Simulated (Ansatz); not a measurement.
Reaction (silylene loss): `F[SiH](F)[SiH3]` → `F[SiH2]F` + `[SiH2]`

Program: Ansatz. Geometries: PBE0-D4/def2-TZVP. ΔE: electronic, gas phase. CCSD(T)/CBS is the MP2 limit (def2-TZVPP, def2-QZVPP) plus CCSD(T) − MP2 in def2-TZVPP, frozen cores. This one scheme is used for every species. DFT in def2-TZVPP.

| level | ΔE (kJ/mol) |
| --- | --- |
| LDA (SPW92) | 267.1 |
| CAM-B3LYP-D4 | 228.7 |

Q: What does CCSD(T)/CBS give? (Best estimate.)

A: Computed: +223.6 kJ/mol. The listed levels differ from it by 43.5, 5.1 kJ/mol.

Largest T1 diagnostic among the species: 0.014.

At CCSD(T), def2-SVP lies −17.9 kJ/mol from the extrapolated value and def2-TZVPP −7.6 kJ/mol. From BLYP to BHLYP (50 % exact exchange), in def2-TZVPP and without D4, ΔE moves by +15.0 kJ/mol.
